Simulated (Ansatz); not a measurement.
Ansatz (a program for electronic structure) input (CCSD(T)/def2-SVPD):

Ansatz 0.2 input:
```yaml
crystal:
  periodic: [false, false, false]
  atoms:
    - {symbol: Al, position_ang: [0.62123616, 0.48910838, 0.56563493]}
    - {symbol: Br, position_ang: [-0.25661372, 1.46930841, -1.29898749]}
    - {symbol: Br, position_ang: [0.02586886, -1.65097724, 1.08889452]}
basis:
  gaussian:
    orbitals: def2-SVPD
total_charge: -1
magnetization: {spin_polarized: false}
correlation: {method: ccsd_t, electrons: outside_noble_gas}
```

End of the output:

```
integrals: 0.14 GiB planned
998 factors; integrals over basis functions are off by at most 6.9e-4 eV
mean field: 0.63 GiB planned
mean field evaluation 1: about -146565.4902 eV, gradient 1.2e1 eV
mean field evaluation 2: about -146565.5474 eV, gradient 1.2e1 eV
mean field evaluation 4: about -146566.0733 eV, gradient 1.1e0 eV
mean field evaluation 8: about -146566.0944 eV, gradient 2.2e-4 eV
mean field evaluation 16: about -146565.9899 eV, gradient 1.0e0 eV
mean field -146566.09438083 eV, -5386.2046224287 hartree, gradient 4.2e-6 eV, S^2 0.000000; 0 other end points of the search recorded, 0 dependent functions left out; unrestricted orbitals would lower it
33 core orbitals not correlated
reference -146566.09438083 eV, -5386.2046224287 hartree; 9, 9 occupied and 64, 64 virtual orbitals, 998 factors
second order -8.59773727 eV of doubles, -0.00000000 eV of singles
coupled cluster: 0.22 GiB planned
cycle   1  -9.13612177 eV  change   -5.4e-1 eV  update   8.1e-2
cycle   2  -9.35781531 eV  change   -2.2e-1 eV  update   3.1e-2
cycle   3  -9.39666746 eV  change   -3.9e-2 eV  update   1.4e-2
cycle   4  -9.39146514 eV  change    5.2e-3 eV  update   5.2e-3
cycle   5  -9.39045977 eV  change    1.0e-3 eV  update   1.8e-3
cycle   6  -9.39087813 eV  change   -4.2e-4 eV  update   6.8e-4
cycle   7  -9.39099068 eV  change   -1.1e-4 eV  update   2.2e-4
cycle   8  -9.39100994 eV  change   -1.9e-5 eV  update   7.4e-5
cycle   9  -9.39101030 eV  change   -3.7e-7 eV  update   2.8e-5
cycle  10  -9.39100240 eV  change    7.9e-6 eV  update   1.0e-5
perturbative correction -0.31105724 eV, -0.0114311429 hartree
Total energy: -146575.79644048 eV, -5386.5611665443 hartree
```

This state (charge -1, singlet) is run at the relaxed geometry of the species with charge 0 and multiplicity 2.
